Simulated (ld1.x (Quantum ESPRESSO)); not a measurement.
## Os: one change to an ultrasoft potential, before and after

* Element: osmium (Os)
* Generator: ld1.x (Quantum ESPRESSO) 7.5
* Type: ultrasoft
* Functional: revPBE
* Relativity: scalar-relativistic
* Frozen core: [Xe] 4f14
* Valence charge: 8
* Reference configuration: 5d6 6s0 6p0 (charge +2)
* Partial waves: 6s (bound, empty): rcut 1.95, rcutus 2.30 bohr; 6s channel at 1 Ry: rcut 1.95, rcutus 2.30 bohr; 6p (bound, empty): rcut 2.25, rcutus 3.00 bohr; 6p channel at -0.7 Ry: rcut 2.25, rcutus 3.00 bohr; 5d (bound): rcut 1.60, rcutus 2.00 bohr; 5d channel at -0.85 Ry: rcut 1.60, rcutus 2.00 bohr
* Local potential: all-electron potential smoothed inside 1.95 bohr (lloc = -1)
* Core correction: none
* Augmentation charge: built from norm-conserving waves at rcut, not smoothed further

Change: all radii scaled by about 0.84 (s 1.94, p 2.54, d 1.68 bohr, rcut 1.64/1.90/1.36); local potential all-electron potential smoothed inside 1.64 bohr (lloc = -1).

Cutoffs: the cutoffs (Ry, on a coarse ladder) from which the occupation-weighted sum of valence levels, in a spherical-Bessel basis at the reference potential, stays within 10 and 1 mRy of its value at 400 Ry; they do not see the model core or the augmentation charge, which bear on the density cutoff. Errors are all-electron minus pseudo energies relative to the spin-unpolarised reference configuration.

Problem. What does the change do?

Solution. The bound ghosts move from s to p; the number of tests that count goes from 7 to 3; of the 3 tests that both files solve, the error grows in 0 and shrinks in 2 by more than 15 % and 0.3 meV (median size 31.9 → 19.1 meV).

| quantity | base | changed |
| --- | --- | --- |
| cutoffs, loose and tight | 30 Ry, 45 Ry | not determined |
| bound ghosts | s | p (s not tested, overlap not positive) |
| tests counted (converged, no solver errors) | 7 of 7 | 3 of 7 |
| error for 5d5 6s0 6p0, meV [ΔE 28.76 eV] | -32 | -30 |
| error for 5d7 6s0 6p0, meV [ΔE -17.36 eV] | -3.3 | -2.5 |
| error for 5d6 6s0 6p1, meV [ΔE -10.65 eV] | +36 | +19 |
| lowest overlap eigenvalue by channel | s 0.43, p 0.43, d 0.88 | s -0.03, p 0.79, d 0.11 |

Changed file: the overlap operator is not positive definite in a basis up to 400 Ry (lowest eigenvalue s -0.03), so the file is unfit for use: the generalised eigenproblem breaks down once the basis is large enough, and its test numbers describe a broken file. Tests not counted: 5d6 6s2 6p0 (solver errors, printed error -14.1 eV); 5d6 6s1 6p0 (solver errors, printed error -3.7 eV); 5d6.5 6s1.5 6p0 (solver errors, printed error -7.7 eV); 5d5 6s2 6p1 (solver errors, printed error -23.2 eV). A true bound ghost makes a file unfit for plane-wave use even where its test errors are small: the radial tests pick states by their node count and pass the ghost by. Where a test does run into it, the solver fails or the error is huge.
